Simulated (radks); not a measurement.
The phosphorus anion P3-, [Ar], held by a Watson sphere: a shell of charge +3 at radius R that stands for the Madelung well of a crystal (potential energy -3/R inside, -3/r outside, in hartree with lengths in bohr). Calculated with a radial shooting solver on a logarithmic mesh with Libxc functionals: non-relativistic Kohn-Sham, LDA (Slater exchange, Perdew-Wang correlation), spin-unpolarised, spherical densities, point nucleus. Response by self-consistent Sternheimer equations with the Hartree and adiabatic LDA kernel. The sphere does not respond.

| R (bohr) | e(2p) (eV) | e(3s) (eV) | e(3p) (eV) | <r> 3p (bohr) | sum of <r^2> (bohr^2) | X-ray form factor at sin(theta)/lambda = 0.2 1/angstrom | alpha (bohr^3) |
|---|---|---|---|---|---|---|---|
| 2.08 | -120.99 | -16.356 | -8.060 | 2.273 | 47.38 | 10.802 | 30.17 |
| 2.51 | -120.76 | -14.861 | -7.147 | 2.450 | 54.22 | 10.496 | 40.86 |
| 2.67 | -120.76 | -14.365 | -6.809 | 2.515 | 56.85 | 10.413 | 45.90 |
| 3.09 | -120.76 | -13.227 | -5.966 | 2.682 | 63.93 | 10.264 | 62.47 |
| 3.53 | -120.70 | -12.273 | -5.180 | 2.852 | 71.62 | 10.191 | 86.32 |
| 3.84 | -120.62 | -11.730 | -4.694 | 2.970 | 77.24 | 10.173 | 108.2 |
| 4.01 | -120.57 | -11.473 | -4.452 | 3.034 | 80.41 | 10.172 | 122.3 |
| 4.48 | -120.43 | -10.886 | -3.863 | 3.207 | 89.56 | 10.185 | 170.4 |
| 4.53 | -120.41 | -10.833 | -3.807 | 3.225 | 90.56 | 10.187 | 176.4 |
